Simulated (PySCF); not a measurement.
# Bond lengths and vibrations by method: GeH2O2Si

Calculated results; nothing here was measured. They come from PySCF 2.14.0, an open-source quantum chemistry program, on an isolated molecule that a program drew, which may never have been made. The molecule is GeH2O2Si (charge 0, singlet), drawn as the SMILES string `O=[Si](O)[GeH]`.

The geometry was optimised and harmonic frequencies were computed with HF and MP2, all in the cc-pV(D+d)Z basis, for the commonest isotopes, with a restricted reference for singlets and an unrestricted one otherwise, and a frozen core in MP2. Germanium has the cc-pVDZ-PP basis, with a core potential (ECP10MDF) in place of its 10 inner electrons, and its 3s, 3p and 3d shells are frozen in MP2. Each result is a local minimum of its method.

Geometry at the HF minimum:
```xyz
6
GeH2O2Si, angstrom
O     0.0690   -0.6065   -0.0127
Si   -0.8209   -0.3039   -1.1798
O    -1.4812    1.1482   -1.5011
Ge   -1.6273   -1.8587   -2.8918
H    -1.2847    1.8754   -0.9227
H    -0.3857   -1.4917   -3.7984
```

Lengths of the bonds as drawn, in Å (atoms numbered as above):
| bond | HF | MP2 |
|---|---|---|
| O1-Si2 | 1.499 | 1.541 |
| Si2-O3 | 1.627 | 1.659 |
| Si2-Ge4 | 2.449 | 2.455 |
| O3-H5 | 0.950 | 0.971 |
| Ge4-H6 | 1.581 | 1.591 |

Rotational constants, in GHz:
```
constant,HF,MP2
A,7.649,7.27
B,1.783,1.782
C,1.467,1.452
```

Harmonic frequencies in cm^-1, each column in rising order, so a row needn't be the same motion in every method:
| rank | HF | MP2 |
|---|---|---|
| 1 | 100 | 78 |
| 2 | 207 | 196 |
| 3 | 224 | 211 |
| 4 | 246 | 217 |
| 5 | 415 | 383 |
| 6 | 495 | 435 |
| 7 | 647 | ? |
| 8 | 862 | 800 |
| 9 | 937 | 878 |
| 10 | 1339 | 1200 |
| 11 | 2024 | 1975 |
| 12 | 4113 | 3819 |

**Estimate the missing MP2 frequency from the HF column.**

A single factor s that minimises the squared misfit of MP2 against s times HF over the other rows is sum(HF x MP2) / sum(HF^2) = 0.9336, with an rms misfit of 32 cm^-1. For rank 7 it gives 0.9336 x 647 = 604 cm^-1. The calculation gives 587 cm^-1, 17 cm^-1 below the estimate. The drawn bonds are on average 1.6 % longer in MP2 than in HF.
